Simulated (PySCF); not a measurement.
Species: C4H5GeS, net charge -1, singlet state. It need not be the lowest isomer of its formula. Whether it binds its extra electron was not tested at this geometry. SMILES: s1[c]([GeH3])c[c-]c1
Coordinates optimised at B3LYP-D3(BJ)/def2-TZVP (Ansatz):
```
C
C 1 1.3850
H 2 1.0886 1 119.44
C 2 1.4380 3 123.07 1 180.00
C 4 1.3589 2 107.49 3 -180.00
H 5 1.0834 4 130.28 2 -180.00
S 1 1.7258 2 110.61 3 180.00
Ge 1 1.9150 2 127.05 3 0.00
H 8 1.5505 1 109.11 2 0.00
H 8 1.5544 9 106.32 1 124.28
H 8 1.5544 9 106.32 10 111.45
```
Charge -1, spin multiplicity 1.

Dispersion corrections to the total energy (kcal/mol) from the dftd3 and dftd4 libraries through PySCF: D3(BJ) without and D4 with the three-body term, each with the damping fitted for the functional named.

```
functional  D3(BJ)      D4
----------  ------  ------
BHLYP       -11.43  -11.29
r2SCAN       -2.13   -2.14
PW6B95       -4.44   -7.55
CAM-B3LYP    -6.54   -7.65
TPSS         -9.75     ___
B3LYP       -13.88     ___
PBE0           ___   -7.48
```

Question: Some entries are withheld; supply them.

Answer: 
- TPSS, D4: -11.90
- B3LYP, D4: -14.33
- PBE0, D3(BJ): -6.76
